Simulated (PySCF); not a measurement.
A calculated (UHF, PySCF 2.14, x2c-TZVPPall with one added diffuse shell each of s, p, d, f type, scalar relativity by spin-free X2C-1e) atom or ion has these occupied shells.

```json
{"shell": "1s α", "electrons": "1", "orbital energy (eV)": "-6073.4", "rms radius, mean of both spins (bohr)": "0.0734"}
{"shell": "1s β", "electrons": "1", "orbital energy (eV)": "-6073.2", "rms radius, mean of both spins (bohr)": "0.0734"}
{"shell": "2s α", "electrons": "1", "orbital energy (eV)": "-756.71", "rms radius, mean of both spins (bohr)": "0.316"}
{"shell": "2s β", "electrons": "1", "orbital energy (eV)": "-754.47", "rms radius, mean of both spins (bohr)": "0.316"}
{"shell": "2p α", "electrons": "3", "orbital energy (eV)": "-637.93", "rms radius, mean of both spins (bohr)": "0.287"}
{"shell": "2p β", "electrons": "3", "orbital energy (eV)": "-635.61", "rms radius, mean of both spins (bohr)": "0.287"}
{"shell": "3s α", "electrons": "1", "orbital energy (eV)": "-125.53", "rms radius, mean of both spins (bohr)": "0.953"}
{"shell": "3s β", "electrons": "1", "orbital energy (eV)": "-118.56", "rms radius, mean of both spins (bohr)": "0.953"}
{"shell": "3p α", "electrons": "3", "orbital energy (eV)": "-90.765", "rms radius, mean of both spins (bohr)": "1.02"}
{"shell": "3p β", "electrons": "3", "orbital energy (eV)": "-82.275", "rms radius, mean of both spins (bohr)": "1.02"}
{"shell": "3d α", "electrons": "3", "orbital energy (eV)": "-40.721", "rms radius, mean of both spins (bohr)": "1.23"}
{"shell": "4p α", "electrons": "1", "orbital energy (eV)": "-18.687", "rms radius, mean of both spins (bohr)": "3.28"}
```

(1) Name the element and its charge.

## Answers

(1) Cr(2+) (chromium, charge +2), in [Ar] 3d3 4p1, one real determinant (an excited configuration).
